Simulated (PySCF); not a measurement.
This PySCF input asks for the NMR shieldings of `C[O+](CC=O)[AlH2-][CH2]Cl`, C₄H₁₀AlClO₂; the geometry comes from GFN2-xTB.

```python
import basis_set_exchange as bse
import numpy as np
from pyscf import gto, dft
from pyscf.prop import nmr

atoms = """
C    -0.387438   -1.094722    1.366987
O    -0.232581   -0.145416    0.329078
C    -1.124717   -0.301855   -0.747582
C    -2.529657    0.134450   -0.395894
O    -3.524556   -0.286944   -0.903941
Al    1.053488    1.258571    0.243542
C     2.419132    0.450514   -1.053649
Cl    2.948112   -0.477843    0.401476
H     0.335418   -0.821803    2.135732
H    -1.398517   -1.063390    1.779689
H    -0.169254   -2.101892    1.001905
H    -0.764514    0.384833   -1.527478
H    -1.110819   -1.326913   -1.137460
H    -2.540363    0.924028    0.380070
H     1.299332    1.410546    1.773379
H     0.172839    2.334024   -0.456900
H     3.294794    1.025930   -1.365284
H     2.250543   -0.295801   -1.835325
"""
names = dict.fromkeys(["C", "O", "Al", "Cl", "H"], "pcSseg-1")
basis = {el: gto.basis.parse(bse.get_basis(n, elements=[el], fmt="nwchem")) for el, n in names.items()}
mol = gto.M(atom=atoms, basis=basis, charge=0, verbose=0)
mf = dft.RKS(mol, xc="PBE0")
mf.grids.level = 2
mf.grids.alignment = dft.numint.BLKSIZE   # the property module wants whole blocks of grid points
mf.conv_tol = 1e-9
mf.kernel()

calc = nmr.RKS(mf)   # GIAO
C = mf.mo_coeff
Co = C[:, mf.mo_occ > 0]
resp = mf.gen_response(singlet=True, hermi=2)
def vind(x):   # induced exchange potential for any number of trial vectors
    d = np.einsum("pi,xij,qj->xpq", C, 2 * x.reshape(-1, C.shape[1], Co.shape[1]), Co, optimize=True)
    return np.einsum("xpq,pi,qj->xij", resp(d - d.transpose(0, 2, 1)), C, Co, optimize=True).ravel()
mo1, _ = nmr.rhf.solve_mo1(calc, with_cphf=vind)
sigma = calc.kernel(mo1)
for i, s in enumerate(sigma):   # ppm
    print("%2d %-2s %9.2f" % (i, mol.atom_pure_symbol(i), np.trace(s) / 3))
```

Question: What does it print?

Answer: 
```
 0 C     121.90
 1 O     323.70
 2 C     105.31
 3 C     -19.77
 4 O    -397.50
 5 Al    417.59
 6 C     160.63
 7 Cl    929.38
 8 H      26.70
 9 H      27.98
10 H      27.89
11 H      26.45
12 H      27.87
13 H      21.54
14 H      26.94
15 H      27.01
16 H      29.05
17 H      29.03
```

These numbers come from an equivalent density-fitted implementation of the same equations, which agrees with the script to about 0.01 ppm for H and up to a few tenths of a ppm for heavy atoms, so last digits may differ.

Size and cost of the density-fitted run: 200 basis functions, 86 s wall time on 1 thread of an Arm Neoverse N1, shared host; peak memory 0.93 GiB.
